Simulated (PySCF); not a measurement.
Question: What does the PBE0-D3(BJ)/def2-SVP structure of `CC(C)c1nc[c][nH]1` [radical] look like in three dimensions? (Doublet state.)

Answer: 
Z-matrix in Å and degrees, rows numbered from 1:
```
C 
C   1  1.5292
C   2  1.5294  1  111.72
C   2  1.4957  1  111.86  3  -126.18
N   4  1.3149  2  125.75  1  -118.18
C   5  1.3748  4  107.69  2  -179.92
C   6  1.3652  5  107.44  4     0.07
N   7  1.3633  6  108.25  5    -0.05
H   1  1.1007  2  110.78  3   -58.94
H   1  1.1029  2  111.41  3    60.27
H   1  1.0997  2  111.26  3  -179.36
H   2  1.1013  1  108.66  3   119.83
H   3  1.0997  2  111.20  1   178.01
H   3  1.1028  2  111.36  1   -61.73
H   3  1.1008  2  110.81  1    57.58
H   6  1.0872  5  122.71  4  -179.94
H   8  1.0111  4  127.41  2    -0.22
```

The 4 C–N bonds span 1.315 Å (C4–N5, aromatic) to 1.375 Å (N5–C6, aromatic), a spread of 0.060 Å. C6 (carbon bonded to C, N and H) is planar (angles 129.8°, 122.7° and 107.4°, sum 360.0°, 0.00 Å off the plane of its three neighbours). The 5-membered ring C4–N5–C6–C7–N8 has internal angles of 106.2° to 110.5° (sum 540°, against 540° for a flat polygon); it is planar, 0.00 Å rms from its mean plane, widest ring torsion 0°. C4 (carbon bonded to C and 2 N) is planar (angles 125.7°, 123.8° and 110.5°, sum 360.0°, 0.00 Å off the plane of its three neighbours).

Theory: PBE0-D3(BJ)/def2-SVP geometry optimisation, gas phase in PySCF.

No PBE0-D3(BJ)/def2-SVP frequencies stand behind this structure, so it isn't proved a minimum. ⟨S²⟩ = 0.762 (exact for a doublet: 0.75). Torsions: C1–C2–C4–N5 -118°.

One conformer stands for the species.
